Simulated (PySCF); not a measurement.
A structure optimised at PBE-D3(BJ)/def2-SVP, used in a PySCF frequency run:

```xyz
11

Si    -1.2975    -0.7669     0.4138
N     -2.3359     0.6447     0.2622
Al     0.9251     0.0484    -0.1444
O      2.3389    -0.7275     0.4523
O      0.9236     1.4301    -1.1748
H     -1.3849    -1.2659     1.8353
H     -1.6638    -1.9741    -0.4381
H     -3.3442     0.5288     0.4027
H     -2.1679     1.2386    -0.5552
H      3.2594    -0.4793     0.2792
H      1.6922     1.9253    -1.4964
```
Charge 0, spin multiplicity 1.

Task: Write its SMILES and formula.

Result: N[SiH2][Al]([OH])[OH], AlH₆NO₂Si

Task: What are its rotational constants (standard atomic weights)?

Result: 4.6533, 1.7226, 1.3016 GHz
